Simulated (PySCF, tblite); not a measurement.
Isomers of C7H12O. Method: GFN2-xTB as coded in tblite; computed harmonic values from a numerical Hessian at the method's own geometry, unscaled. This tight-binding method is rough: wavenumbers can miss measured ones by several per cent, in bad cases by 10 to 20. One conformer each.

Electronic energies: PBE0/pcSseg-1 single points on the GFN2-xTB geometries (PySCF, gas phase).

| SMILES | electronic energy, lowest = 0 (kcal/mol) |
| --- | --- |
| CO[C@H]1CC=CCC1 | 8.9 |
| C=C/C=C/[C@@H](C)CO | 20.3 |
| C=C(C)[C@@H]1C[C@@H]1OC | 35.4 |
| CCC1=CCCCO1 | 0.0 |

Problem. How do GFN2-xTB zero-point energies change the relative energies?

Solution. 
| SMILES | ZPE (kcal/mol) | of it from modes above 1550 cm⁻¹ | electronic (kcal/mol) | with ZPE, lowest = 0 (kcal/mol) | lowest mode (cm⁻¹) | rings |
| --- | --- | --- | --- | --- | --- | --- |
| CCC1=CCCCO1 | 110.0 | 53.8 | 0.0 | 0.0 | 51 | 1 |
| CO[C@H]1CC=CCC1 | 109.4 | 53.3 | 8.9 | 8.4 | 79 | 1 |
| C=C/C=C/[C@@H](C)CO | 107.1 | 57.4 | 20.3 | 17.5 | 29 | 0 |
| C=C(C)[C@@H]1C[C@@H]1OC | 107.4 | 54.4 | 35.4 | 32.8 | 47 | 1 |

The zero-point energies span 2.9 kcal/mol, from `C=C/C=C/[C@@H](C)CO` to `CCC1=CCCCO1`. The order is unchanged.

Problem. And how do the electronic energies of GFN2-xTB itself compare?

Solution. `CCC1=CCCCO1` 0.0; `CO[C@H]1CC=CCC1` 9.7; `C=C/C=C/[C@@H](C)CO` 34.8; `C=C(C)[C@@H]1C[C@@H]1OC` 34.3 kcal/mol, lowest = 0. Against the energies above, taken from the same isomer `CCC1=CCCCO1`, the largest difference is 14.5 kcal/mol.

Problem. What do entropy and thermal enthalpy add at 298.15 K and 1 bar (rigid rotor, harmonic oscillator, one conformer each)?

Solution. 
| SMILES | point group | symmetry number | S (cal/(mol K)) | H − H(0) (kcal/mol) | ZPE + H − H(0) − TS (kcal/mol) |
| --- | --- | --- | --- | --- | --- |
| CCC1=CCCCO1 | C1 | 1 | 89.2 | 5.81 | 89.2 |
| CO[C@H]1CC=CCC1 | C1 | 1 | 88.3 | 5.76 | 88.8 |
| C=C/C=C/[C@@H](C)CO | C1 | 1 | 98.2 | 6.87 | 84.7 |
| C=C(C)[C@@H]1C[C@@H]1OC | C1 | 1 | 94.8 | 6.53 | 85.6 |
